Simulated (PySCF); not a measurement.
C5H5F, SMILES C#CCC(=C)F.

Geometry optimised at PBE0-D3(BJ)/def2-SVP. The structure was generated by enumeration, and PubChem lists no compound with its InChIKey, so it may never have been made. Other conformers were not sampled.

Two levels are set side by side: PBE/def2-TZVP (PySCF) and HF/def2-TZVP (PySCF). Same geometry, gas phase. Differences are taken from unrounded values.

```
quantity                         HF    PBE  PBE minus HF
---------------------------  ------  -----  ------------
orbital gap (eV)              13.84   5.43         -8.41
highest occupied level (eV)  -10.26  -6.37          3.89
lowest empty level (eV)        3.58  -0.94         -4.52
dipole moment (D)              1.66   1.36         -0.29
mean polarisability (bohr³)    55.8   58.9           3.2
```

PBE's occupied levels lie high since its potential decays too fast outside the molecule; exact exchange lowers them and widens the gap. Loosely held outer electrons make PBE densities more polarisable. Differences between two approximate levels are no errors against the true value.

Rough cost on one machine, each run with all the roots and properties that it gave: HF against PBE about 1/3.
